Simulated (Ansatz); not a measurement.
Program: Ansatz. Geometries: PBE0-D4/def2-TZVP. ΔE: electronic, gas phase. CCSD(T)/CBS is the MP2 limit (def2-TZVPP, def2-QZVPP) plus CCSD(T) − MP2 in def2-TZVPP, frozen cores. DFT in def2-TZVPP. One conformer a species, not always the lowest.

`[CH3][AlH][O][SiH](F)F` + `O[SiH2][SiH3]` → `[CH3][AlH][O][SiH2][SiH3]` + `O[SiH](F)F`  (ligand exchange at the Al–O bond)

```tsv
level	ΔE (kJ/mol)	difference from CCSD(T)/CBS
PBE0-D4	2.5	-1.2
ωB97X-V	3.1	-0.6
ωB97M-V	3.1	-0.6
PBE	5.5	1.8
r2SCAN	4.5	0.8
PBE0	5.8	2.1
HF/def2-TZVPP	8.7	5.0
MP2/def2-TZVPP	2.2	-1.5
CCSD(T)/def2-TZVPP	2.9	-0.8
HF/CBS(def2)	9.5	5.8
CCSD(T)/CBS	3.7	0
```

Largest T1 diagnostic among the species: 0.012.

The D4 term adds −5.3 kJ/mol with B3LYP and −3.3 kJ/mol with PBE0; it sums over pairs of atoms, weighted by their polarisabilities, and B3LYP, whose exchange is more repulsive, gets the larger term. In def2-TZVPP, CCSD(T) changes the Hartree–Fock value by −5.8 kJ/mol (the triples alone add −1.2 kJ/mol) and MP2 by −6.4 kJ/mol.

B3LYP here is the variant with VWN-RPA as its local correlation; programs differ in this.
